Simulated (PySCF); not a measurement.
Species: C2H8O2SiTe.
Structure used (PBE0-D3(BJ)/def2-SVP), in Å, numbered top down from 1:
```
atom  x, y, z in Å
C1     2.2060    0.5324    1.1632
Te2    2.0623    0.2377   -0.9625
C3     0.0425    1.0169   -1.1156
Si4   -1.2143   -0.1904   -0.4720
O5    -2.7824    0.3632   -0.6006
O6    -0.9068   -0.3606    1.1534
H7     1.3056    0.1109    1.6274
H8     2.3013    1.6024    1.3864
H9     3.1029   -0.0009    1.5061
H10    0.0056    1.9909   -0.6047
H11   -0.1189    1.2005   -2.1900
H12   -1.1122   -1.4825   -1.2170
H13   -3.2994    0.0397   -1.3424
H14   -1.5989   -0.7953    1.6607
```

Theory: PySCF, PBE0-D3(BJ)/def2-SVP geometry optimisation, gas phase, def2 core potentials past Kr.

**Question.** Which atoms are bound to Te2, and at what distances?

**Answer.** 2 atoms: C1 2.151 Å, C3 2.170 Å. The nearest atom not counted as bound is H11, at 2.68 Å (others tie with it).

**Question.** What is the shape at Te2?

**Answer.** Bent: angle 94.7°. The Te–C distances aren't all alike: 2.151 to 2.170 Å.

**Question.** What are the other bond lengths?

**Answer.** C3–Si4 1.858 Å; Si4–O5, Si4–O6 1.665 Å; C1–H7, C1–H8, C1–H9 1.098 Å; C3–H10, C3–H11 1.101 Å; Si4–H12 1.495 Å; O5–H13, O6–H14 0.961 Å.

**Question.** Give some angles away from the centre.

**Answer.** Te2–C3–Si4 111.8°, C3–Si4–O5 113.2°, C3–Si4–O6 106.3°, O5–Si4–O6 106.4°.

**Question.** What are the rotational constants (commonest isotopes, rigid rotor)?

**Answer.** A = 3458, B = 750.3, C = 657.0 MHz: a near-prolate asymmetric top.

Point group: C1 (no symmetry element, even within 0.4 Å). Charge 0, singlet. PBE0-D3(BJ)/def2-SVP frequencies: not computed here.

The run took 3.8 min wall on one thread of an AMD EPYC 9R14, shared host with 96 logical CPUs at a one-minute load of 38, and the process peaked at 0.56 GiB of memory. This is the geometry optimisation.

One conformer stands for the species.
